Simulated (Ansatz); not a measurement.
A nudged elastic band was laid between two geometries of H$_{3}$SbSe (5 atoms, charge 0, multiplicity 1).

Method: RKS revPBE/def2-SVP (Ansatz).

```yaml
movable_images: 7
climbing_image: yes
spring: 5.0 eV/Å²
optimiser: quadratic models (default)
start_path: through a guess of the saddle point
force_threshold: 0.03 eV/Å
iteration_limit: 60
end_points: relaxed
```

Image 0:

```xyz
5
Properties=species:S:1:pos:R:3
Se 0.759 -0.902 1.116
Sb -0.357 0.347 -0.895
H 1.289 -1.957 0.212
H -1.866 0.594 -0.064
H 0.175 1.918 -0.369
```

Image 8:

```xyz
5
Properties=species:S:1:pos:R:3
Se 0.834 -0.995 1.240
Sb -0.605 1.038 0.427
H 1.006 -1.589 -0.112
H -1.641 0.110 -0.621
H 0.406 1.436 -0.934
```

**Question.** Which bonds break or form, and what moves?

**Answer.** No bond is made or broken. The height of Sb2 over the plane of its neighbours goes from 1.07 to -1.05 Å.

**Question.** Give the energies along the band, and the barrier.

**Answer.** The run converged. The highest image is number 3 of 0 to 8, 49.8 kcal/mol above the first end and 49.0 kcal/mol above the last; the last end lies 0.7 kcal/mol above the first. A vibrational analysis at the climbing image gives one clearly imaginary mode, 1027i cm⁻¹: a first-order saddle point.

| image | path coordinate (Å) | energy (kcal/mol) | height of Sb2 over the plane of its neighbours (Å) |
| --- | --- | --- | --- |
| 0 | 0.00 | 0.0 | 1.07 |
| 1 | 0.37 | 5.4 | 0.83 |
| 2 | 0.74 | 27.1 | 0.45 |
| 3 | 1.11 | 49.8 | 0.03 |
| 4 | 1.41 | 34.5 | -0.31 |
| 5 | 1.70 | 14.0 | -0.63 |
| 6 | 1.99 | 5.0 | -0.87 |
| 7 | 2.29 | 1.8 | -0.98 |
| 8 | 2.58 | 0.7 | -1.05 |

**Question.** What is the geometry of the highest image?

**Answer.** 
```xyz
5
Properties=species:S:1:pos:R:3:forces:R:3
Se 0.862 -1.032 1.216 0.00 0.01 0.00
Sb -0.421 0.615 -0.155 -0.01 0.00 0.00
H 1.298 -1.970 0.129 0.00 0.00 0.00
H -2.070 0.409 -0.407 0.00 0.00 0.00
H 0.331 1.979 -0.783 0.00 -0.01 0.00
```

**Question.** What are the harmonic wavenumbers there?

**Answer.** 1027i, 251, 395, 426, 684, 709, 2008, 2053, 2232 cm⁻¹.

The band took 9 iterations and roughly 4 core-minutes.

Time of the run: 4.5 min on 1 CPU thread of a shared host.
